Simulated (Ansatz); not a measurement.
System: chloro(trimethyl)germane, C3H9ClGe (charge 0, singlet). SMILES: [Ge]([CH3])([CH3])([Cl])[CH3]
Geometry: optimised at B3LYP-D3(BJ)/def2-TZVP (Ansatz, a quantum-chemistry and plane-wave program).

Property: vertical triplet-singlet gap (E(triplet) - E(singlet); each state is the SCF solution reached for its spin; the molecule has degenerate orbitals, so one determinant may break the symmetry), in kJ/mol. Correlated levels leave the core frozen unless marked. Open shells are spin-unrestricted. Spin-orbit coupling is left out. The frozen core is the preceding noble-gas configuration, with the filled d and f shells of earlier blocks. No relativistic terms. CBS marks a two-point X^-3 extrapolation of the correlation energy; Hartree-Fock from the larger set. The bracket is a focal-point correction in the basis named.

| level | program | vertical triplet-singlet gap (kJ/mol) |
|---|---|---|
| r2SCAN/def2-TZVPD | Ansatz | 643.4 |
| BHLYP/def2-TZVPD | Ansatz | ___ |
| RI-MP2/CBS(def2-TZVPPD,def2-QZVPPD)+[CCSD(T)-MP2]/def2-TZVPPD | Ansatz | ___ |

**Question.** Some entries are withheld; supply them.

**Answer.** 
- BHLYP/def2-TZVPD, vertical triplet-singlet gap (kJ/mol): 694.7
- RI-MP2/CBS(def2-TZVPPD,def2-QZVPPD)+[CCSD(T)-MP2]/def2-TZVPPD, vertical triplet-singlet gap (kJ/mol): 758.9
